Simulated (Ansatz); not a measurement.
One change: `[NH2][Al]([F])[Br]` becomes `NB(F)Br`.

Ansatz, PBE0-D4/def2-TZVP geometries, multiplicity 1. Each molecule was computed in one conformer, which needn't be the lowest.

Scalar relativity is left out up to krypton.

```json
{"property": "HOMO–LUMO gap (PBE0/def2-TZVPP) / eV", "`[NH2][Al]([F])[Br]`": "7.29"}
{"property": "HOMO–LUMO gap (ωB97M-V/def2-TZVPP) / eV", "`[NH2][Al]([F])[Br]`": "11.29"}
{"property": "size of the dipole moment (ωB97M-V/def2-TZVPP) / D", "`[NH2][Al]([F])[Br]`": "2.40"}
{"property": "LUMO energy (ωB97M-V/def2-TZVPP) / eV", "`[NH2][Al]([F])[Br]`": "0.89"}
{"property": "size of the dipole moment (PBE/def2-TZVPP) / D", "`[NH2][Al]([F])[Br]`": "2.39"}
{"property": "HOMO energy (ωB97M-V/def2-TZVPP) / eV", "`[NH2][Al]([F])[Br]`": "-10.39"}
```

Give the same properties after the change, and the shifts. (Estimate.)

The calculation gave: 
```tsv
property	`NB(F)Br`	shift
HOMO–LUMO gap (PBE0/def2-TZVPP) / eV	8.90	1.61
HOMO–LUMO gap (ωB97M-V/def2-TZVPP) / eV	12.45	1.16
size of the dipole moment (ωB97M-V/def2-TZVPP) / D	2.87	0.47
LUMO energy (ωB97M-V/def2-TZVPP) / eV	1.93	1.04
size of the dipole moment (PBE/def2-TZVPP) / D	2.84	0.45
HOMO energy (ωB97M-V/def2-TZVPP) / eV	-10.52	-0.13
```

With PBE0 the HOMO falls by 0.26 eV and the LUMO rises by 1.34 eV, so the gap widens by about 1.60 eV. PBE moves the HOMO by -0.36 eV and ωB97M-V by -0.13 eV. Dipoles are sizes alone; their direction can turn.

Spin–orbit coupling is left out; it splits and shifts lone-pair levels of the heavy atoms by tenths of an eV.
